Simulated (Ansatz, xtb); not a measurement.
**Relaxing a trial structure of GaH5O3Si**

The starting geometry of this gas-phase singlet was built from a drawn formula by distance geometry; its bonds are those of `O[Si](O)(O)[GaH2]`.

| atom | x (Å) | y (Å) | z (Å) |
| --- | --- | --- | --- |
| Ga | -1.3383 | -0.4060 | 0.0055 |
| O | -2.0293 | 2.5427 | -1.3070 |
| O | -2.5515 | 0.2877 | -2.9003 |
| O | -4.3575 | 0.9295 | -0.9557 |
| Si | -2.6633 | 0.9819 | -1.4097 |
| H | -1.0954 | 2.5319 | -1.5405 |
| H | -1.9701 | -0.5122 | -2.9571 |
| H | -4.8715 | 0.9372 | -1.7160 |
| H | -0.0985 | -0.6284 | -0.4959 |
| H | -1.7167 | -0.6494 | 1.4904 |

Predict what becomes of its bonds when it is optimised with r2SCAN-D4/def2-SVP.

It keeps its bonds, and is `O[Si](O)(O)[GaH2]`. Distances that change by over a tenth: Ga1–H9 (1.36 → 1.58 Å).

The energy falls by 1.04 eV over 26 steps:

```csv
step,E − E(last) (eV)
1,1.042
4,0.120
7,0.047
9,0.026
12,0.014
15,0.007
18,0.002
20,0.001
23,0.000
26,0.000
```

Final geometry (Å):

```xyz
10

Ga   -1.3467   -0.4538    0.1865
O    -2.4420    2.5443   -1.2081
O    -1.9394    0.6960   -2.9821
O    -4.0738    0.4064   -1.1989
Si   -2.4993    0.8955   -1.4181
H    -1.8737    3.0095   -1.8342
H    -1.8466   -0.2144   -3.2874
H    -4.7575    1.0178   -1.5055
H    -0.9421   -1.9352   -0.1632
H    -0.9712    0.0489    1.6245
```

From the same start GFN2-xTB ends elsewhere, differing in Ga1–O4 (1.73 against 3.18 Å here), O4–Si5 (3.08 against 1.66 Å here).

The end wasn't checked by frequencies. Run with Ansatz 0.2.0, 38 s on 2 threads of Intel(R) Xeon(R) 6975P-C (Granite Rapids), on a shared host.
